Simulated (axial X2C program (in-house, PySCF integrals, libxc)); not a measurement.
## Nuclear properties of TiF⁺

Computed with an axial X2C code built on PySCF integrals: two-component X2C with atomic mean-field Coulomb and Gaunt terms, Gaussian nuclei, basis Ti dyall-cv3z, F dyall-av3z with contracted cores.

R = 1.765 Å (near the PBE0 minimum at charge 1 of the determinant lowest at the starting distance; the state shown can have its own minimum elsewhere).

Determinant lowest in the PBE0 search, Ω = 1 (⟨Sz⟩ = 1.00, ⟨Lz⟩ = 0.00 at PBE0), spin on the atoms Ti 1.03, F -0.03:

```tsv
level	Eeff magnitude (GV/cm)	Ws magnitude Ti (kHz)	A∥/gI Ti (MHz)	qzz Ti (a.u.)	A∥/gI F (MHz)	qzz F (a.u.)
PBE0	0.037	0.0149	-303	0.97	-3.54	0.27
HF	0.0535	0.0214	-370	0.90	-13.6	0.10
B3LYP	0.0352	0.0141	-271	0.99	-2.6	0.25
PBE50	0.0409	0.0165	-320	0.97	-6.54	0.25
BP86	0.0326	0.0131	-279	0.94	1.74	0.25
```

Determinant 0.24 eV from it at PBE0 and this distance, Ω = 2 (⟨Sz⟩ = -1.00, ⟨Lz⟩ = 3.00 at PBE0), spin on the atoms Ti -1.00, F 0.00:

```tsv
level	Eeff magnitude (GV/cm)	Ws magnitude Ti (kHz)	Ws magnitude F (kHz)	A∥/gI Ti (MHz)	qzz Ti (a.u.)	A∥/gI F (MHz)	qzz F (a.u.)
PBE0	0.0427	0.00319	0.000483	379	-0.55	41.6	0.42
HF	0.0633	0.00656	0.000596	396	-0.58	28.8	0.17
B3LYP	0.0316	0.000928	0.000378	366	-0.57	41.7	0.37
PBE50	0.0469	0.00398	0.000504	385	-0.54	36.2	0.37
BP86	0.0312	0.001	0.000398	370	-0.59	47.9	0.43
```

Eeff is the effective electric field on the electron electric dipole moment in this Ω state and Ws the scalar–pseudoscalar constant of the nucleus named (defined with the proton number Z and per Ω); A∥ (defined per Ω) follows by multiplying with gI = μI/(I μN); qzz is the electric field gradient, eQq0 = 234.96 MHz × Q/barn × qzz. The operators were transformed with the bare-nucleus X2C matrices; with these basis sets, hyperfine constants and field gradients can be off by tens of per cent, and where levels differ in sign neither size nor sign is settled.

Q: With gI(47Ti) = -0.3154, Q(47Ti) = 0.302 barn (g factors from the IAEA table of nuclear moments by Stone; Q from Pyykkö, Mol. Phys. 2018), turn the PBE0 values of the first state into constants in MHz.

A: A∥(47Ti) = -303 × -0.3154 = 95.6 MHz; eQq0(47Ti) = 234.96 × (0.302) × (0.97) = 68.8 MHz.

Each state is one determinant with collinear spin, which with several unpaired electrons need not be a pure state. Unrestricted Hartree–Fock can overshoot spin polarisation at the nuclei. With several open shells hyperfine constants can be off by a factor of several. Where Eeff spreads by more than a factor of two the levels disagree and none is to be relied on. Open-shell Ω = 0 determinants with evenly filled partner blocks cannot be reached by this program, so the Ω shown need not be the lowest component. At HF, PBE50 a later determinant lies lower. States lie within half an eV, so the first need not be the ground state. Further determinants of the search, some of them spin-mixed, are not shown. Where a field gradient or hyperfine factor spreads by more than a factor of two over the levels, a constant derived from it is not to be relied on. PBE0 term energies can be off by some tenths of an eV.
